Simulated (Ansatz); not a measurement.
Consider the ligand exchange at the Si–C bond: `BC([SiH3])[SiH2]Cl` + `C[NH][GeH2][Cl]` → `C[N]([SiH2]Cl)[GeH2][Cl]` + `BC[SiH3]`.

Computed with Ansatz on PBE0-D4/def2-TZVP structures; ΔE is electronic, products minus reactants. CCSD(T)/CBS adds triple-zeta CCSD(T) − MP2 to the extrapolated MP2 energy (def2 sets, frozen cores). DFT in def2-TZVPP. B3LYP here is the variant with VWN-RPA as its local correlation; programs differ in this. For Ge outer-core shells are correlated without core-valence functions, which leaves a few kJ/mol of doubt a bond. Scalar relativity is left out up to krypton. One conformer a species, not always the lowest.

```json
{"level": "ωB97M-V", "ΔE (kJ/mol)": "-47.0"}
{"level": "B2PLYP", "ΔE (kJ/mol)": "-51.2"}
{"level": "r2SCAN", "ΔE (kJ/mol)": "-44.7"}
{"level": "B3LYP", "ΔE (kJ/mol)": "-50.0"}
{"level": "CCSD(T)/def2-TZVPP", "ΔE (kJ/mol)": "-49.6"}
{"level": "HF/def2-QZVPP", "ΔE (kJ/mol)": "-57.9"}
{"level": "MP2/def2-QZVPP", "ΔE (kJ/mol)": "-50.1"}
{"level": "HF/CBS(def2)", "ΔE (kJ/mol)": "-58.0"}
```

What does CCSD(T)/CBS give? (An estimate is asked.)

Computed: -48.2 kJ/mol. The listed levels differ from it by 1.2, -3.0, 3.5, -1.8, -1.4, -9.7, -1.9, -9.8 kJ/mol.

Largest T1 diagnostic among the species: 0.011.

In def2-TZVPP, CCSD(T) changes the Hartree–Fock value by +7.7 kJ/mol (the triples alone add +1.1 kJ/mol) and MP2 by +6.6 kJ/mol.
